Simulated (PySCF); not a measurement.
NMR data sheet: C5HF3O3

```yaml
Formula: C5HF3O3
SMILES: O=C1C=C(C(F)(F)F)C(=O)O1
InChI: InChI=1S/C5HF3O3/c6-5(7,8)2-1-3(9)11-4(2)10/h1H
Point_group_of_the_computed_structure: Cs
Degrees_of_unsaturation: 4
Carbon_signals: 5
Proton_signals: 1
```

Mapped SMILES: `[O:1]=[C:2]1[CH:3]=[C:4]([C:5]([F:6])([F:7])[F:8])[C:9](=[O:10])[O:11]1`. Hydrogens are named by the atom that carries them.

Calculated, not measured (PySCF): structure optimised with GFN2-xTB, GIAO PBE0/pcSseg-1 shieldings. No relativistic terms, a single conformation, no solvent, rapidly exchanging positions averaged.

Chemical shifts δ = σref − σ; TMS for ¹H (31.72 ppm) and ¹³C (186.93 ppm); ¹⁹F (170.95 ppm) vs CFCl3; ¹⁷O (336.08 ppm) against H2O, all at this level.

| carbon | δC, type | δH (multiplicity) | HMBC from (2–3 bonds) | span of the C tensor (ppm) |
| --- | --- | --- | --- | --- |
| C2 | 167.4, C | – | H(C3) | 170 |
| C3 | 142.5, CH | 7.14 (m) | – | 219 |
| C4 | 147.0, C | – | H(C3) | 203 |
| C5 | 128.3, C | – | H(C3) | 22 |
| C9 | 165.1, C | – | H(C3) | 166 |

Other nuclei:
```tsv
atoms	nucleus	environment	δ (ppm)	σ (ppm)
F6/F7/F8	¹⁹F	fluorine of a CF3 group	-78.2	249.2
O1	¹⁷O	ester carbonyl oxygen	514.8	-178.7
O10	¹⁷O	ester carbonyl oxygen	498.3	-162.2
O11	¹⁷O	ester alkoxy oxygen	305.9	30.2
```

1. Carbon types of the structure: 4 × C, 1 × CH, which accounts for all hydrogens.
2. δC 167.4, 165.1: anhydride carbonyl carbon; it is a carbonyl in resonance with an O or N lone pair, the region of acids, esters and amides.
3. δC 147.0, 142.5: β carbon of a C=C–C=O unit; conjugation with the carbonyl draws π density from the β position.
4. δC 128.3: CF3 carbon; 3 electronegative neighbours deshield it.
5. δH 7.14: hydrogen on a β carbon of a C=C–C=O unit; attached to an sp2 carbon and in the plane of the double bond.

Splittings by ¹⁹F in the carbon and heteronuclear signals aren't shown, as no couplings were computed. Shifts are as computed. Against solution values, carbons near 30 ppm lie about +3 ppm off and those near 130 ppm about +5 ppm. Of 1211 compounds with measured shifts, 218 miss one by over three times the rms of a fit or turn the order of signals round; such compounds aren't used in these exercises. Unscaled 19F shifts against computed CFCl3 carry errors that often reach 10 to 50 ppm. Unscaled 17O shifts of doubly bonded oxygen tend to come out too high, by tens of ppm or more. Experimental scales use liquid or dissolved standards, which lie at an offset from isolated H2O (liquid H2O: subtract about 36 ppm).
